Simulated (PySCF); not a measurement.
Compound: H7NOSeSi2.
SMILES with atom numbers: `[NH2:1][Si@H:2]([OH:3])[Se:4][SiH3:5]` (hydrogens: H6, H7 on N1; H8 on Si2; H9 on O3; H10, H11, H12 on Si5)

Geometry (PBE0-D3(BJ)/def2-SVP, Å), atoms numbered from 1 in this order:
```
atom  x, y, z in Å
N1    -2.1147   -0.6662    1.1031
Si2   -0.8964   -0.1912   -0.0094
O3    -1.0251   -1.0881   -1.3982
Se4    1.0289   -0.5237    1.1767
Si5    2.2852    0.8885   -0.1066
H6    -3.0869   -0.7079    0.8171
H7    -2.0184   -0.4629    2.0910
H8    -0.9032    1.2047   -0.5259
H9    -0.9629   -2.0416   -1.2790
H10    1.9689    2.3182    0.1846
H11    2.0501    0.6236   -1.5563
H12    3.7099    0.6135    0.2373
```

Computed with PBE0-D3(BJ)/def2-SVP geometry optimisation, gas phase in PySCF.

Take the most abundant isotopes and a rigid rotor. The values belong to one conformer with, in the numbering `[NH2:1][Si@H:2]([OH:3])[Se:4][SiH3:5]`, H–N1–Si2–O3 -51° and 160°, N1–Si2–O3–H -58°, N1–Si2–Se4–Si5 -159°.

(1) Give the principal moments of inertia and the rotational constants in cm⁻¹.

(2) Classify the top.

(3) What does the inertial defect say?

(4) Give the other two planar moments, Paa and Pbb, and the rms extents of the mass along the axes.

(5) List the rotational levels J(Ka,Kc) to J = 5 (MHz).

(6) Predict some low-J microwave lines.

(7) Estimate the classical rotational partition function at 100 K, 200 K and 500 K.

Results:

(1) Ia = 166.85, Ib = 403.67, Ic = 498.85 u·Å²; 505379 MHz·u·Å²/I gives 3029, 1252 and 1013 MHz, that is A = 0.10103, B = 0.04176, C = 0.03379 cm⁻¹.

(2) An asymmetric top. Ray's parameter κ = (2B − A − C)/(A − C) = -0.763; −1 is the prolate and +1 the oblate limit.

(3) Not planar: Δ = Ic − Ia − Ib = -71.68 u·Å². For a rigid frame Δ = −2 Σ m c², so Σ m c² = 35.84 u·Å² lies off the ab plane: 10.09 from hydrogen and 25.75 from heavier atoms. The atom farthest from that plane is 1.83 Å away.

(4) Paa = Σ m a² = (Ib + Ic − Ia)/2 = 367.83 and Pbb = Σ m b² = (Ia + Ic − Ib)/2 = 131.02 u·Å². With the mass M = 172.92 u, the rms extents √(P/M) along a, b and c are 1.46, 0.87, 0.46 Å.

(5) Above 0(0,0):
J = 1: 1(0,1) 2265, 1(1,1) 4042, 1(1,0) 4281
J = 2: 2(0,2) 6773, 2(1,2) 8333, 2(1,1) 9050, 2(2,1) 14381, 2(2,0) 14403
J = 3: 3(0,3) 13479, 3(1,3) 14757, 3(1,2) 16188, 3(2,2) 21176, 3(2,1) 21287, 3(3,1) 30671, 3(3,0) 30672
J = 4: 4(0,4) 22325, 4(1,4) 23298, 4(1,3) 25677, 4(2,3) 30218, 4(2,2) 30543, 4(3,2) 39772, 4(3,1) 39782, 4(4,1) 53009, 4(4,0) 53010
J = 5: 5(0,5) 33250, 5(1,5) 33940, 5(1,4) 37486, 5(2,4) 41494, 5(2,3) 42218, 5(3,3) 51162, 5(3,2) 51199, 5(4,2) 64385, 5(4,1) 64385, 5(5,1) 81405, 5(5,0) 81405
The levels of one J sum to (2J + 1)J(J + 1)(A + B + C)/3.

(6) The dipole components are |μa| = 1.59 D, |μb| = 0.76 D, |μc| = 0.30 D. The squared components, which scale the intensities, stand as 1.00 : 0.23 : 0.04 (a : b : c). Some lines, for components of 0.1 D or more:

```csv
type,branch,"J(Ka,Kc)",MHz,lower level (cm⁻¹)
c,Q,"3(1,3) ← 3(0,3)",1277,0.450
c,Q,"2(1,2) ← 2(0,2)",1561,0.226
a,R,"1(0,1) ← 0(0,0)",2265,0.000
b,Q,"5(1,4) ← 5(0,5)",4236,1.109
b,Q,"4(2,2) ← 4(1,3)",4866,0.856
a,R,"3(1,3) ← 2(1,2)",6423,0.278
a,R,"3(0,3) ← 2(0,2)",6706,0.226
a,R,"3(2,2) ← 2(2,1)",6795,0.480
b,Q,"4(2,3) ← 4(1,4)",6921,0.777
c,Q,"3(3,1) ← 3(2,1)",9384,0.710
b,R,"4(1,4) ← 3(0,3)",9819,0.450
a,R,"5(0,5) ← 4(0,4)",10925,0.745
b,R,"5(1,5) ← 4(0,4)",11615,0.745
c,R,"3(2,1) ← 2(1,1)",12237,0.302
b,Q,"4(4,0) ← 4(3,1)",13228,1.327
c,R,"5(2,4) ← 4(1,4)",18196,0.777
c,R,"5(3,3) ← 4(2,3)",20944,1.008
c,R,"5(4,2) ← 4(3,2)",24612,1.327
b,R,"5(5,1) ← 4(4,0)",28396,1.768
```

(7) Point group C1, symmetry number σ = 1; q = (√π/σ)·√((kT/h)³/(ABC)), k/h = 20836.6 MHz/K: 86000 at 100 K, 243000 at 200 K, 962000 at 500 K.

Stationary, but not proved a minimum. No vibrational averaging or centrifugal distortion is included, and the geometry carries the error of its method. A rigid rotor knows nothing of inversion at nitrogen or internal rotation, which can split or shift real lines. Quadrupole hyperfine structure (14N) is left out.
